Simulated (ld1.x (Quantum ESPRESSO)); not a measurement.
## Which change was made? (Er, ultrasoft)

- Element: erbium (Er)
- Generator: ld1.x (Quantum ESPRESSO) 7.5
- Type: ultrasoft
- Functional: LDA (PZ)
- Relativity: scalar-relativistic
- Frozen core: [Kr]
- Valence charge: 32
- Reference configuration: 4d10 4f11 5s2 5p6 5d0 6s0 6p0 (charge +3)
- Partial waves: 5s (bound): rcut 1.85, rcutus 2.30 bohr; 6s (bound, empty): rcut 1.85, rcutus 2.30 bohr; 5p (bound): rcut 1.95, rcutus 2.70 bohr; 6p (bound, empty): rcut 1.95, rcutus 2.70 bohr; 4d (bound): rcut 1.00, rcutus 1.25 bohr; 5d (bound, empty): rcut 1.00, rcutus 1.25 bohr; 4f (bound): rcut 1.00, rcutus 1.05 bohr; 4f channel at 0.3 Ry: rcut 1.00, rcutus 1.05 bohr
- Local potential: all-electron potential smoothed inside 2.55 bohr (lloc = -1)
- Core correction: a·sin(br)/r model core inside 0.60 bohr
- Augmentation charge: PSQ, inside the norm-conserving radii

Cutoffs, loose and tight: the cutoffs (Ry, on a coarse ladder) from which the occupation-weighted sum of valence levels, in a spherical-Bessel basis at the reference potential, stays within 10 and 1 mRy of its value at 400 Ry. They do not see the model core or the augmentation charge, which bear on the density cutoff. Test errors are all-electron minus pseudo excitation energies from the reference, over the configurations 4d10 4f12 5s2 5p6 5d0 6s2 6p0; 4d10 4f12 5s2 5p6 5d0 6s1 6p0; 4d10 4f12 5s2 5p6 5d0 6s0 6p0; 4d10 4f12 5s2 5p6 5d0 6s0 6p2; 4d10 4f11 5s2 5p6 5d1 6s2 6p0; 4d10 4f12 5s2 5p6 5d1 6s1 6p0; 4d9 4f12 5s2 5p6 5d0 6s2 6p0 (two spin-polarised tests are not counted in the largest error); variants that change the core or the reference have their own tests.

The base gives: outcome: generated, overlap not positive; bound ghosts: not determined (overlap not positive); largest test error (meV): test run stopped at test 4 of 9 (negative rho), 3 before it not solved.

(1) After one change the result is: outcome: generated; cutoff, loose: 180 Ry; cutoff, tight: 300 Ry; bound ghosts: p; largest test error (meV): test run stopped at test 4 of 9 (negative rho), 3 before it not solved. Which change was it?
A. all radii but the core radius scaled by about 1.27 (s 2.92, p 3.44, d 1.60, f 1.34 bohr, rcut 2.36/2.48/1.28/1.28); local potential all-electron potential smoothed inside 3.24 bohr (lloc = -1)
B. non-relativistic
C. local potential all-electron potential smoothed inside 2.24 bohr (lloc = -1)

Results:

(1) B. The others give: local potential all-electron potential smoothed inside 2.24 bohr (lloc = -1) → outcome: generated; cutoff, loose: 180 Ry; cutoff, tight: 300 Ry; bound ghosts: none; largest test error (meV): test run stopped at test 1 of 9 (negative rho) | all radii but the core radius scaled by about 1.27 (s 2.92, p 3.44, d 1.60, f 1.34 bohr, rcut 2.36/2.48/1.28/1.28); local potential all-electron potential smoothed inside 3.24 bohr (lloc = -1) → outcome: generated; cutoff, loose: 110 Ry; cutoff, tight: 180 Ry; bound ghosts: none; largest test error (meV): test run stopped at test 2 of 9 (negative rho), 1 before it not solved. A file whose overlap is not positive is unfit for use, and its test errors describe a broken file.
